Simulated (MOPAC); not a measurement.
MOPAC input (PM6):

```
PM6 PRECISE GNORM=0.05 LET XYZ CHARGE=1 GEO-OK AUX(PRECISION=9) THREADS=1
F2Sb

Sb    0.28375404 1    0.11655380 1    0.10060683 1
F    -0.91931721 1    0.71699329 1   -1.17294688 1
F    -0.68862232 1   -1.37746481 1    0.60284152 1
```

From the last part of the output:

```
                                                       MOPAC v23.2.5 Linux

          FINAL HEAT OF FORMATION =        129.94434 KCAL/MOL =     543.68711 KJ/MOL

          COSMO AREA              =         96.09 SQUARE ANGSTROMS
          COSMO VOLUME            =         83.72 CUBIC ANGSTROMS

          GRADIENT NORM           =          0.00724          =       0.00418 PER ATOM
          IONIZATION POTENTIAL    =         18.129835 EV
          HOMO LUMO ENERGIES (EV) =        -18.130 -9.131
          NO. OF FILLED LEVELS    =          9
          MOLECULAR WEIGHT        =        159.7468         POINT GROUP:  C2v

          MOLECULAR DIMENSIONS (Angstroms)

            Atom       Atom       Distance
            F     3    F     2     2.85268
           Sb     1    F     3     1.30923
           Sb     1    F     2     0.00000

          SCF CALCULATIONS        =          9

   ATOM   CHEMICAL          X               Y               Z
  NUMBER   SYMBOL      (ANGSTROMS)     (ANGSTROMS)     (ANGSTROMS)

     1      Sb          0.31156703  *   0.12797835  *   0.11046796  *
     2       F         -0.95858446  *   0.73942375  *  -1.21670647  *
     3       F         -0.71976333  *  -1.42881640  *   0.62163778  *

                             CARTESIAN COORDINATES

   1   Sb        0.311567027     0.127978354     0.110467957
   2    F       -0.958584461     0.739423752    -1.216706467
   3    F       -0.719763329    -1.428816400     0.621637776

           Empirical Formula: Sb F2  =     3 atoms

      MOLECULAR POINT GROUP   :   C2v

                  EIGENVALUES
 -46.39948 -46.39343 -22.89501 -22.24048 -22.15228 -22.11545 -21.53739 -20.82595
 -18.12983  -9.13148  -7.45719  -6.71867  77.88594  77.89572  78.16230  78.62892
  78.85465

              NET ATOMIC CHARGES AND DIPOLE CONTRIBUTIONS

  ATOM NO.   TYPE          CHARGE      No. of ELECS.   s-Pop       p-Pop       d-Pop
    1         Sb           1.759712        3.2403     1.50602     1.71726     0.01701
    2          F          -0.379856        7.3799     1.96502     5.41483
    3          F          -0.379856        7.3799     1.96502     5.41483
 DIPOLE           X         Y         Z       TOTAL
 POINT-CHG.     5.514     2.265     1.955     6.273
 HYBRID        -3.178    -1.305    -1.127     3.615
 SUM            2.336     0.960     0.828     2.658

          ATOMIC ORBITAL ELECTRON POPULATIONS

     Atom    s        px        py        pz      x^2-y^2     xz        z^2       yz        xy
    1 Sb   1.50602   0.89356   0.45327   0.37043   0.00267   0.00508   0.00228   0.00156   0.00542
    2  F   1.96502   1.76525   1.91506   1.73453
    3  F   1.96502   1.83287   1.66288   1.91908

 **********************
 *                    *
 * JOB ENDED NORMALLY *
 *                    *
 **********************

 == MOPAC DONE ==
```

The dipole moment of an ion depends on the origin.
